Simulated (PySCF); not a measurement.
Problem. Write Cartesian coordinates for InChI=1S/C4H4BBr/c1-2-3-4-5-6/h2,5H,1H2 as optimised with PBE0-D3(BJ)/def2-SVP.

Solution. 
```
atom  x, y, z in Å
C1    -2.328    0.099    0.066
C2    -1.307   -0.773    0.111
C3     0.053   -0.384    0.029
C4     1.233   -0.058   -0.039
B5     2.680    0.327   -0.117
Br6    3.168    2.160   -0.341
H7    -2.150    1.172   -0.040
H8    -3.363   -0.244    0.136
H9    -1.510   -1.846    0.218
H10    3.577   -0.472   -0.044
```

Any rigid rotation of these coordinates is as good. Atoms count from 1 in this order. B5 (three-coordinate boron) is planar (angles 123.0°, 120.0° and 117.0°, sum 360.0°, 0.00 Å off the plane of its three neighbours). The 3 C–C bonds span 1.226 Å (C3≡C4, drawn triple) to 1.417 Å (C2–C3, drawn single), a spread of 0.191 Å. The 6 heavy atoms lie in one plane (0.006 Å rms).

Bonds between heavy atoms (Å): C1=C2 1.343, C2–C3 1.417, C3≡C4 1.226, C4–B5 1.500, B5–Br6 1.910.

Method: PBE0-D3(BJ)/def2-SVP geometry optimisation, gas phase (PySCF 2.14.0).

Stationary, but not proved a minimum.
